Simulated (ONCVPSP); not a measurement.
# Rh (Z = 45): one change to an ONCV potential, before and after

```
Element                 : rhodium (Rh)
Generator               : ONCVPSP 4.0.1
Type                    : optimised norm-conserving Vanderbilt (ONCV)
Functional              : PBEsol
Relativity              : scalar-relativistic
Frozen core             : [Ar] 3d10
Valence charge          : 17
Reference configuration : 4s2 4p6 4d6 (charge +3)
Partial waves           : 4s: rc 1.10 bohr, ncon 4, nbas 9, qcut 5.6 1/bohr, 2 projectors, debl 1.3 Ha; 4p: rc 1.55 bohr, ncon 3, nbas 7, qcut 8.9 1/bohr, 2 projectors, debl 2 Ha; 4d: rc 1.20 bohr, ncon 4, nbas 8, qcut 7.5 1/bohr, 2 projectors, debl 3.2 Ha
Local potential         : polynomial inside 0.75 bohr (lpopt 4, dvloc0 0 Ha)
Core correction         : Teter function, fcfact 2.25, rcfact 1.45
```

In the s channel the program set the typed energies aside and used -4.353, 0.250 Ha. In the p channel the program set the typed energies aside and used -3.161, 0.250 Ha.

Change: core correction Teter function, fcfact 2.25, rcfact 1.75.

Cutoffs: the cutoffs (Ha) at which the residual kinetic energy of the hardest occupied pseudo-wave falls to 1 and 0.1 mHa per electron; they do not see the model core or the augmentation charge, which bear on the density cutoff. Errors are all-electron minus pseudo energies relative to the spin-unpolarised reference configuration.

Q: How do hardness, ghosts and transferability respond?

A: The potential gets neither clearly harder nor softer (188 Ha and 218 Ha → 188 Ha and 218 Ha); of the 3 tests that both files solve, the error grows in 0 and shrinks in 2 by more than 15 % and 0.3 meV (median size 6.0 → 3.9 meV); neither file shows a bound ghost. A model core, the more so a compact one, raises the density cutoff, which this test does not measure.

```tsv
quantity	base	changed
cutoff, loose	188 Ha	188 Ha
cutoff, tight	218 Ha	218 Ha
bound ghosts	none	none
GHOST(+) flags under 300 eV	s at 177.1 eV	s at 177.1 eV
tests with a reliable result	3 of 4	3 of 4
error for 4s2 4p6 4d8 5s1, meV [ΔE -59.47 eV]	+7.4	+6.3
error for 4s2 4p6 4d8, meV [ΔE -52.00 eV]	+6.0	+3.9
error for 4s2 4p6 4d7, meV [ΔE -32.49 eV]	+4.0	+3.1
s: phases at 1.11 bohr within 0.05 rad from the reference energy up to (Ha; the scan ends near 5)	to the end of the scan	to the end of the scan
p: phases at 1.58 bohr within 0.05 rad from the reference energy up to (Ha; the scan ends near 5)	to the end of the scan	to the end of the scan
d: phases at 1.22 bohr within 0.05 rad from the reference energy up to (Ha; the scan ends near 5)	to the end of the scan	to the end of the scan
rms error of d²Exc/dni dnj with the model core, mHa	0.45	2.42
```
